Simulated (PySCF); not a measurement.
**C8H14OSi: full NMR table**

* Formula: C8H14OSi
* SMILES: CCOC1=C[SiH2][C@H]2C[C@@H]1C2
* Point group of the computed structure: Cs
* Degrees of unsaturation: 3
* Carbon signals: 7
* Proton signals: 8

Bonds (- single, = double, # triple, : aromatic): C1-C2, C2-O3, O3-C4, C4=C5, C5-Si6, Si6-C7, C7-C8, C8-C9, C9-C10, C9-C4, C10-C7. C1 carries H11, H12, H13; C2 carries H14, H15; C5 carries H16; Si6 carries H17, H18; C7 carries H19; C8 carries H20, H21; C9 carries H22; C10 carries H23, H24. Stereochemistry as in CCOC1=C[SiH2][C@H]2C[C@@H]1C2. H21, H23 are cis to C4 on the ring; H20, H24 are trans to C4 on the ring.

PySCF 2.14 calculation with GIAO PBE0/pcSseg-1 shieldings and structure optimised with GFN2-xTB; single conformer, non-relativistic, one averaged value for each set of equivalent atoms, no solvent.

Referencing at the same level of theory: TMS for $^{1}$H, $^{13}$C, $^{29}$Si; $^{17}$O vs H2O.

| carbon | δC, type | δH (multiplicity) | HMBC from (2–3 bonds) | span of the C tensor (ppm) |
| --- | --- | --- | --- | --- |
| C1 | 17.1, CH3 | 1.39 (t) | H14/H15 | 31 |
| C2 | 64.9, CH2 | 3.78 (q) | H11/H12/H13 | 62 |
| C4 | 189.7, C | – | H17/H18, H14/H15, H16, H20/H24, H22, H21/H23 | 212 |
| C5 | 72.9, CH | 3.77 (t) | H17/H18, H22, H19 | 156 |
| C7 | 17.2, CH | 1.80 (m) | H17/H18, H16, H20/H24, H22, H21/H23 | 35 |
| C8/C10 | 35.7, CH2 | H20 2.64 (m); H21 1.78 (m) | H17/H18, H20/H24, H22, H19, H21/H23 | 27 |
| C9 | 42.5, CH | 2.49 (m) | H16, H20/H24, H19, H21/H23 | 16 |

Other nuclei:
```csv
atoms,nucleus,environment,δ (ppm),σ (ppm)
H17/H18,$^{1}$H,"hydrogen on a silicon bonded to 2 C, in a 6-membered ring",4.59,27.13
Si6,$^{29}$Si,"silicon bonded to 2 C, 2 H, in a 6-membered ring",-46.5,395.6
O3,$^{17}$O,ether oxygen,181.8,154.2
```

Carbon types of the structure: 1 × C, 3 × CH, 3 × CH2, 1 × CH3, leaving 2 H on heteroatoms. δC 189.7: alkene carbon bearing oxygen; an sp2 carbon further deshielded by the attached heteroatom. δC 72.9: β carbon of an enol-ether or enamine type C=C; the O or N lone pair pushes π density onto this β carbon and shields it. δC 64.9: sp3 CH2 bonded to O; the inductive effect lowers its shielding. δC 42.5: allylic sp3 CH; saturated and bonded to C and H only. δH 3.77: hydrogen on a β carbon of an enol-ether or enamine type C=C; lone-pair donation from O or N shields it, upfield of ordinary alkene protons.

Shifts are as computed. Against solution values, carbons near 30 ppm lie about +3 ppm off and those near 130 ppm about +5 ppm. Of 1309 compounds with measured shifts, 239 miss one by over three times the rms of a fit or turn the order of signals round; such compounds aren't used in these exercises. Experimental scales use liquid or dissolved standards, which lie at an offset from isolated H2O (liquid H2O: subtract about 36 ppm). Multiplicities follow the n + 1 count of equivalent neighbours, as no J values were calculated; m marks all less simple cases, F and P coupling included.
